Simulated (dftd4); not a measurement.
F, charge +1, triplet; D4 for tpss (dftd4).

Here is a job for dftd4.
```
$ dftd4 mol.xyz --func tpss --charge 1 --json dftd4.json --noedisp --property

# file mol.xyz
1

F      0.00000000     0.00000000     0.00000000
```

Q: Predict the main parts of the log of this dftd4 run.

A: 
```
                    ____  _____ _____     ____  _  _
      -------------|  _ \|  ___|_   _|---|  _ \| || |------------
     |             | | | | |_    | | ___ | | | | || |_           |
     |             | |_| |  _|   | ||___|| |_| |__   _|          |
     |             |____/|_|     |_|     |____/   |_|            |
     |             ===================================           |
     |            E. Caldeweyher, S. Ehlert & S. Grimme          |
     |          Mulliken Center for Theoretical Chemistry        |
     |                    University of Bonn                     |
      -----------------------------------------------------------

Rational (Becke-Johnson) damping: tpss-D4-ATM
---------------------
  s6         1.0000
  s8         1.7660
  s9         1.0000
  a1         0.4282
  a2         4.5426
 alp        16.0000
--------------------

Atomic data, radii in Ångström:
------------------------------------------------------
   Z          R(cov)      r4/r2   hardness         EN
------------------------------------------------------
   9 F        0.8533     1.2638     0.6693     3.9800
------------------------------------------------------

Atomic reference systems (in atomic units):
----------------------------------------------------------------------------
   Z        #      CN     q+Z       C6(AA)   #      CN     q+Z       C6(AA)
----------------------------------------------------------------------------
   9 F      1  0.0000  9.0000       9.7374   2  0.7408  8.7523      11.7796
----------------------------------------------------------------------------

Atomic properties (in atomic units):
----------------------------------------------------------------------------
     #    Z              CN          q      C6(AA)        C8(AA)   alpha(0)
----------------------------------------------------------------------------
     1    9 F        0.0000     1.0000      4.1209       70.5130     2.3636
----------------------------------------------------------------------------

Molecular properties (in atomic units):
----------------------------------------
 molecular C6                   4.1209
 molecular C8                  70.5130
----------------------------------------

Dispersion energy:       0.0000000000000E+00 Eh

[Info] JSON dump of results written to 'dftd4.json'
```
